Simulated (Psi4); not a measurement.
F$_{4}$Sn (SMILES [F][Sn]([F])([F])[F]), singlet, at a GFN2-xTB geometry (such geometries of metal compounds can be far from the true shape) (core potentials on Sn).

Psi4 was given this input:
```
memory 2 GB

molecule {
0 1
F    -0.93231485   -1.51900782   -0.70137275
Sn    0.00000000   -0.00000000    0.00000000
F    -1.17455723    1.51264923    0.02875928
F     0.59348570   -0.38142872    1.78067581
F     1.51338638    0.38778731   -1.10806233
}

set {
  basis def2-svpd
}

energy('cam-b3lyp')
print_variables()
```

### Question
What does this run give for the nuclear repulsion energy, dipole moment, number of basis functions, total energy?

### Answer

| Quantity | Result |
|---|---|
| nuclear repulsion energy | 301.0426 Eh |
| dipole moment | 0.00 D |
| number of basis functions | 124 |
| total energy | -613.3802 Eh |

### Question
Roughly what does it cost on one core?

### Answer
around 16 core-seconds (rough).
